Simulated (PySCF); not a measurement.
## Ionisation energy of Ni by level of theory

Ni [Ar] 3d8 4s2 (3F) → Ni⁺ [Ar] 3d9 (2D), as a difference of total energies. Computed with PySCF 2.14 in aug-cc-pVTZ-DK (8s7p5d3f2g, 93 functions), with the spin-free X2C one-electron Hamiltonian (Gaussian nucleus). Correlated levels: valence: [Ar] frozen. The calculations carry no spin-orbit coupling.

Problem. Order these methods by the ionisation energy they give, lowest first.
A. PW91
B. UHF
C. LC-wPBE
D. PBE0

Solution. C (7.080 eV), A (7.733 eV), D (7.788 eV), B (8.224 eV).

A first-order spin-orbit estimate (lowest level to lowest level, LS coupling) adds 0.048 eV.

Errors of the correlated levels include the incompleteness of this basis and the frozen core.

MP2 underrates the near-degeneracy of ns² with np² in the lower species.

For comparison: 7.640 eV (measured; NIST Atomic Spectra Database, ionization energies).
